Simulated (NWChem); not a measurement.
System: C4H9Si, doublet; SMILES C([Si](C)C)=C

Input file for NWChem:

```
start job
memory heap 200 mb stack 900 mb global 1100 mb
geometry units angstroms noautosym nocenter noautoz
  C      0.028426    -2.351300     0.173910
  C      0.739809    -1.235187    -0.077469
  Si     0.033479     0.443294    -0.458746
  C      1.122265     1.838008     0.233684
  C     -1.776154     0.616209     0.092025
  H     -1.058952    -2.345919     0.227021
  H      0.501048    -3.318437     0.340109
  H      1.827034    -1.338237    -0.126231
  H      0.788694     2.815850    -0.130734
  H      1.088553     1.859599     1.331458
  H      2.167582     1.708831    -0.068161
  H     -1.867803     0.534399     1.183504
  H     -2.408997    -0.156237    -0.358197
  H     -2.179673     1.589878    -0.207256
end
basis spherical
  * library pcj-1
end
dft
  odft
  mult 2
  xc xctpssh
  iterations 150
  semidirect filesize 400000000
end
property
  hyperfine
end
task dft property
```

Output (shortened):

```
             Northwest Computational Chemistry Package (NWChem) 7.3.0
             --------------------------------------------------------

                             Geometry "geometry" -> ""
                             -------------------------

 Output coordinates in angstroms (scale by  1.889725989 to convert to a.u.)

  No.       Tag          Charge          X              Y              Z
 ---- ---------------- ---------- -------------- -------------- --------------
    1 C                    6.0000     0.02842600    -2.35130000     0.17391000
    2 C                    6.0000     0.73980900    -1.23518700    -0.07746900
    3 Si                  14.0000     0.03347900     0.44329400    -0.45874600
    4 C                    6.0000     1.12226500     1.83800800     0.23368400
    5 C                    6.0000    -1.77615400     0.61620900     0.09202500
    6 H                    1.0000    -1.05895200    -2.34591900     0.22702100
    7 H                    1.0000     0.50104800    -3.31843700     0.34010900
    8 H                    1.0000     1.82703400    -1.33823700    -0.12623100
    9 H                    1.0000     0.78869400     2.81585000    -0.13073400
   10 H                    1.0000     1.08855300     1.85959900     1.33145800
   11 H                    1.0000     2.16758200     1.70883100    -0.06816100
   12 H                    1.0000    -1.86780300     0.53439900     1.18350400
   13 H                    1.0000    -2.40899700    -0.15623700    -0.35819700
   14 H                    1.0000    -2.17967300     1.58987800    -0.20725600

 Effective nuclear repulsion energy (a.u.)     209.8756291914

                              NWChem Property Module
                              ----------------------

  itol2e modified to match energy
  convergence criterion.

                                 NWChem DFT Module
                                 -----------------

 Summary of "ao basis" -> "ao basis" (spherical)
 ------------------------------------------------------------------------------
       Tag                 Description            Shells   Functions and Types
 ---------------- ------------------------------  ------  ---------------------
 C                           pcj-1                  11       27   5s4p2d
 Si                          pcj-1                  13       31   6s5p2d
 H                           pcj-1                   6       10   4s2p

  itol2e modified to match energy
  convergence criterion.

            General Information
            -------------------
          SCF calculation type: DFT
          Wavefunction type:  spin polarized.
          No. of atoms     :    14
          No. of electrons :    47
           Alpha electrons :    24
            Beta electrons :    23
          Charge           :     0
          Spin multiplicity:     2
          Use of symmetry is: off; symmetry adaption is: off
          Maximum number of iterations: 150
          AO basis - number of functions:   229
                     number of shells:   111
          Convergence on energy requested:  1.00D-07
          Convergence on density requested:  1.00D-05
          Convergence on gradient requested:  5.00D-04

              XC Information
              --------------
                  TPSS hybrid Method XC Functional
                     Hartree-Fock (Exact) Exchange  0.100
                  TPSS metaGGA Exchange Functional  0.900
             TPSS03 metaGGA Correlation Functional  1.000

             Grid Information
             ----------------
          Grid used for XC integration:  fine
          Radial quadrature: Mura-Knowles
          Angular quadrature: Lebedev.
          Tag              B.-S. Rad. Rad. Pts. Rad. Cut. Ang. Pts.
          ---              ---------- --------- --------- ---------
          C                   0.70       70          13.0       590
          Si                  1.10      123          11.0       770
          H                   0.35       60          14.0       590
          Grid pruning is: on
          Number of quadrature shells:   943
          Spatial weights used:  Erf1

      Superposition of Atomic Density Guess
      -------------------------------------

 Sum of atomic energies:        -443.78218603

      Non-variational initial energy
      ------------------------------

 Total energy =    -446.650147
 1-e energy   =   -1022.488920
 2-e energy   =     365.963144
 HOMO         =      -0.126584
 LUMO         =      -0.005751

------------------------------------------------------------
EAF file 0: "./job.aoints.0" size=316669952 bytes
------------------------------------------------------------
               write      read    awrite     aread      wait
               -----      ----    ------     -----      ----
     calls:      604         0         0         0         0
   data(b): 3.17e+08  0.00e+00  0.00e+00  0.00e+00
   time(s): 0.00e+00  0.00e+00  0.00e+00  0.00e+00  0.00e+00
rate(mb/s): 0.00e+00  0.00e+00
------------------------------------------------------------

[...]

          ----------------------
          Hyperfine Interactions
          ----------------------

 Total Spin Density (Fermi Contact Term)
 ------------------ --------------------
     Atom            x         y         z       Density (a.u.)      Aiso(MHz)     Aiso(Gauss)
     1  13-C      0.05372  -4.44331   0.32864       0.019488         21.908781       7.817585
     2  13-C      1.39804  -2.33416  -0.14640       0.010725         12.056952       4.302213
     3  29-Si     0.06327   0.83770  -0.86690       0.491291       -436.624195    -155.798107
     4  13-C      2.12077   3.47333   0.44160       0.019260         21.651533       7.725792
     5  13-C     -3.35644   1.16447   0.17390       0.021270         23.911225       8.532105
     6   1-H     -2.00113  -4.43314   0.42901      -0.002724        -12.176764      -4.344965
     7   1-H      0.94684  -6.27094   0.64271      -0.002208         -9.867463      -3.520950
     8   1-H      3.45259  -2.52890  -0.23854       0.000551          2.463546       0.879053
     9   1-H      1.49042   5.32118  -0.24705       0.000852          3.806868       1.358383
    10   1-H      2.05707   3.51413   2.51609       0.013130         58.691061      20.942395
    11   1-H      4.09614   3.22922  -0.12881      -0.000058         -0.257764      -0.091977
    12   1-H     -3.52964   1.00987   2.23650       0.011784         52.674463      18.795527
    13   1-H     -4.55234  -0.29525  -0.67689       0.000285          1.274507       0.454775
    14   1-H     -4.11898   3.00443  -0.39166       0.000167          0.747254       0.266638

           -------------------------------------------
           Anisotropic Interaction (Spin-Dipolar Term)
           -------------------------------------------

 ------------------------------------------------------------
     Atom            x         y         z
 ------------------------------------------------------------
     1  13-C      0.05372  -4.44331   0.32864

   Spin-Dipolar term (a.u.)
        xx             yy             zz             xy             xz             yz
 ------------------------------------------------------------------------------------------
      -0.123518      -0.091123       0.214641       0.006717       0.028573       0.099106

   Principal Comp. of -hf- tensor (au)            Anisotropic -hfcc- (MHz)               Anisotropic -hfcc- (Gauss)
 --------------------------------------------------------------------------------------------------------------------------
     -0.126308    -0.119968     0.246276     -16.949296   -16.098538    33.047834      -6.047920    -5.744349    11.792269

   Orientation of the principal axis of Hyperfine Tensor w.r.t absolute (molecular) frame
 --------------------------------------------------------------------------------------------------------------------------
      0.959389    -0.270798     0.078999
      0.238982     0.929054     0.282394
     -0.149866    -0.252047     0.956040

 ------------------------------------------------------------
     Atom            x         y         z
 ------------------------------------------------------------
     2  13-C      1.39804  -2.33416  -0.14640

   Spin-Dipolar term (a.u.)
        xx             yy             zz             xy             xz             yz
 ------------------------------------------------------------------------------------------
       0.033932       0.080676      -0.114608      -0.013458      -0.006281      -0.030814

   Principal Comp. of -hf- tensor (au)            Anisotropic -hfcc- (MHz)               Anisotropic -hfcc- (Gauss)
 --------------------------------------------------------------------------------------------------------------------------
      0.031555     0.088245    -0.119801       4.234400    11.841695   -16.076095       1.510937     4.225404    -5.736341

   Orientation of the principal axis of Hyperfine Tensor w.r.t absolute (molecular) frame
 --------------------------------------------------------------------------------------------------------------------------
      0.973348    -0.222910     0.053889
      0.212354     0.964784     0.155232
     -0.086594    -0.139652     0.986407

 ------------------------------------------------------------
     Atom            x         y         z
 ------------------------------------------------------------
     3  29-Si     0.06327   0.83770  -0.86690

   Spin-Dipolar term (a.u.)
        xx             yy             zz             xy             xz             yz
 ------------------------------------------------------------------------------------------
      -0.715207      -0.694431       1.409638       0.002317      -0.039204      -0.192324

   Principal Comp. of -hf- tensor (au)            Anisotropic -hfcc- (MHz)               Anisotropic -hfcc- (Gauss)
 --------------------------------------------------------------------------------------------------------------------------
     -0.716270    -0.711522     1.427792      75.984838    75.481114  -151.465953      27.113234    26.933493   -54.046727

   Orientation of the principal axis of Hyperfine Tensor w.r.t absolute (molecular) frame
 --------------------------------------------------------------------------------------------------------------------------
      0.962896    -0.269252    -0.018314
      0.266606     0.959570    -0.090259
      0.041876     0.082027     0.995750

 ------------------------------------------------------------
     Atom            x         y         z
 ------------------------------------------------------------
     4  13-C      2.12077   3.47333   0.44160

   Spin-Dipolar term (a.u.)
        xx             yy             zz             xy             xz             yz
 ------------------------------------------------------------------------------------------
      -0.008567      -0.003679       0.012246       0.014880       0.023405       0.026541

   Principal Comp. of -hf- tensor (au)            Anisotropic -hfcc- (MHz)               Anisotropic -hfcc- (Gauss)
 --------------------------------------------------------------------------------------------------------------------------
     -0.024874    -0.021149     0.046024      -3.337858    -2.838057     6.175916      -1.191029    -1.012688     2.203717

   Orientation of the principal axis of Hyperfine Tensor w.r.t absolute (molecular) frame
 --------------------------------------------------------------------------------------------------------------------------
      0.558443    -0.695371     0.452329
      0.466711     0.714159     0.521687
     -0.685801    -0.080226     0.723354

 ------------------------------------------------------------
     Atom            x         y         z
 ------------------------------------------------------------
     5  13-C     -3.35644   1.16447   0.17390

   Spin-Dipolar term (a.u.)
        xx             yy             zz             xy             xz             yz
 ------------------------------------------------------------------------------------------
       0.017579      -0.020253       0.002674      -0.002160      -0.033566       0.002169

   Principal Comp. of -hf- tensor (au)            Anisotropic -hfcc- (MHz)               Anisotropic -hfcc- (Gauss)
 --------------------------------------------------------------------------------------------------------------------------
      0.044652    -0.020366    -0.024287       5.991927    -2.732909    -3.259019       2.138065    -0.975168    -1.162897

   Orientation of the principal axis of Hyperfine Tensor w.r.t absolute (molecular) frame
 --------------------------------------------------------------------------------------------------------------------------
      0.778984     0.090841     0.620429
     -0.046823     0.995115    -0.086912
     -0.625294     0.038653     0.779432

 ------------------------------------------------------------
     Atom            x         y         z
 ------------------------------------------------------------
     6   1-H     -2.00113  -4.43314   0.42901

   Spin-Dipolar term (a.u.)
        xx             yy             zz             xy             xz             yz
 ------------------------------------------------------------------------------------------
       0.012801      -0.009837      -0.002964       0.001410       0.000663       0.000586

   Principal Comp. of -hf- tensor (au)            Anisotropic -hfcc- (MHz)               Anisotropic -hfcc- (Gauss)
 --------------------------------------------------------------------------------------------------------------------------
      0.012919    -0.009966    -0.002952       6.892851    -5.317643    -1.575208       2.459536    -1.897464    -0.562072

   Orientation of the principal axis of Hyperfine Tensor w.r.t absolute (molecular) frame
 --------------------------------------------------------------------------------------------------------------------------
      0.997053    -0.059353    -0.048596
      0.062893     0.995206     0.074899
      0.043918    -0.077734     0.996006

 ------------------------------------------------------------
     Atom            x         y         z
 ------------------------------------------------------------
     7   1-H      0.94684  -6.27094   0.64271

   Spin-Dipolar term (a.u.)
        xx             yy             zz             xy             xz             yz
 ------------------------------------------------------------------------------------------
      -0.009363       0.010156      -0.000793      -0.011980       0.004713      -0.003354

[...]
```

Level: TPSSh/pcJ-1, spin-unrestricted, contact and dipolar terms. Geometry: optimised at B3LYP/6-31G* (spherical d), spin-unrestricted. No stability test was run on the SCF state.
